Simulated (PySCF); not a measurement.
SMILES c1ccccc1[SiH2]C(=O)C, GFN2-xTB optimised geometry.

```
20

C     -0.24    -2.47    -2.43
C     -0.38    -2.68    -0.94
O      0.17    -3.59    -0.37
Si    -1.45    -1.39     0.02
C     -0.47     0.23     0.00
C     -1.13     1.46     0.00
C     -0.42     2.64     0.00
C      0.97     2.62     0.00
C      1.64     1.41     0.00
C      0.92     0.23     0.00
H      0.42    -3.21    -2.87
H      0.13    -1.47    -2.62
H     -1.23    -2.55    -2.88
H     -2.72    -1.22    -0.69
H     -1.65    -1.89     1.38
H     -2.21     1.48     0.01
H     -0.94     3.59     0.00
H      1.52     3.55     0.00
H      2.72     1.39     0.00
H      1.45    -0.72     0.00
```

Density from PBE0/def2-SVP (PySCF) at that geometry.

Minimum of the electron density along straight lines between bonded atoms, close to the bond critical point (lines longer than 1.1 times the sum of covalent radii, or with two minima, are not listed):

```json
[
 {"bond": "C1–C2", "length / Å": "1.507", "ρ at the minimum / e bohr⁻³": "0.257", "∇²ρ there / e bohr⁻⁵": "-0.61", "position (fraction from the first atom)": "0.49"},
 {"bond": "C2–O3", "length / Å": "1.210", "ρ at the minimum / e bohr⁻³": "0.406", "∇²ρ there / e bohr⁻⁵": "0.46", "position (fraction from the first atom)": "0.33"},
 {"bond": "C2–Si4", "length / Å": "1.928", "ρ at the minimum / e bohr⁻³": "0.111", "∇²ρ there / e bohr⁻⁵": "0.28", "position (fraction from the first atom)": "0.62"},
 {"bond": "Si4–C5", "length / Å": "1.889", "ρ at the minimum / e bohr⁻³": "0.112", "∇²ρ there / e bohr⁻⁵": "0.33", "position (fraction from the first atom)": "0.38"},
 {"bond": "C5–C6", "length / Å": "1.393", "ρ at the minimum / e bohr⁻³": "0.306", "∇²ρ there / e bohr⁻⁵": "-0.76", "position (fraction from the first atom)": "0.50"},
 {"bond": "C6–C7", "length / Å": "1.383", "ρ at the minimum / e bohr⁻³": "0.313", "∇²ρ there / e bohr⁻⁵": "-0.81", "position (fraction from the first atom)": "0.50"},
 {"bond": "C7–C8", "length / Å": "1.385", "ρ at the minimum / e bohr⁻³": "0.312", "∇²ρ there / e bohr⁻⁵": "-0.80", "position (fraction from the first atom)": "0.50"},
 {"bond": "C8–C9", "length / Å": "1.385", "ρ at the minimum / e bohr⁻³": "0.312", "∇²ρ there / e bohr⁻⁵": "-0.80", "position (fraction from the first atom)": "0.50"},
 {"bond": "C5–C10", "length / Å": "1.394", "ρ at the minimum / e bohr⁻³": "0.305", "∇²ρ there / e bohr⁻⁵": "-0.76", "position (fraction from the first atom)": "0.50"},
 {"bond": "C9–C10", "length / Å": "1.383", "ρ at the minimum / e bohr⁻³": "0.313", "∇²ρ there / e bohr⁻⁵": "-0.81", "position (fraction from the first atom)": "0.50"},
 {"bond": "C1–H11", "length / Å": "1.088", "ρ at the minimum / e bohr⁻³": "0.276", "∇²ρ there / e bohr⁻⁵": "-1.03", "position (fraction from the first atom)": "0.64"},
 {"bond": "C1–H12", "length / Å": "1.088", "ρ at the minimum / e bohr⁻³": "0.274", "∇²ρ there / e bohr⁻⁵": "-1.00", "position (fraction from the first atom)": "0.63"},
 {"bond": "C1–H13", "length / Å": "1.088", "ρ at the minimum / e bohr⁻³": "0.273", "∇²ρ there / e bohr⁻⁵": "-0.99", "position (fraction from the first atom)": "0.63"},
 {"bond": "Si4–H14", "length / Å": "1.468", "ρ at the minimum / e bohr⁻³": "0.116", "∇²ρ there / e bohr⁻⁵": "0.32", "position (fraction from the first atom)": "0.49"},
 {"bond": "Si4–H15", "length / Å": "1.462", "ρ at the minimum / e bohr⁻³": "0.118", "∇²ρ there / e bohr⁻⁵": "0.33", "position (fraction from the first atom)": "0.49"},
 {"bond": "C6–H16", "length / Å": "1.080", "ρ at the minimum / e bohr⁻³": "0.284", "∇²ρ there / e bohr⁻⁵": "-1.08", "position (fraction from the first atom)": "0.63"},
 {"bond": "C7–H17", "length / Å": "1.081", "ρ at the minimum / e bohr⁻³": "0.283", "∇²ρ there / e bohr⁻⁵": "-1.08", "position (fraction from the first atom)": "0.63"},
 {"bond": "C8–H18", "length / Å": "1.080", "ρ at the minimum / e bohr⁻³": "0.284", "∇²ρ there / e bohr⁻⁵": "-1.08", "position (fraction from the first atom)": "0.63"},
 {"bond": "C9–H19", "length / Å": "1.081", "ρ at the minimum / e bohr⁻³": "0.283", "∇²ρ there / e bohr⁻⁵": "-1.08", "position (fraction from the first atom)": "0.63"},
 {"bond": "C10–H20", "length / Å": "1.082", "ρ at the minimum / e bohr⁻³": "0.284", "∇²ρ there / e bohr⁻⁵": "-1.08", "position (fraction from the first atom)": "0.63"}
]
```
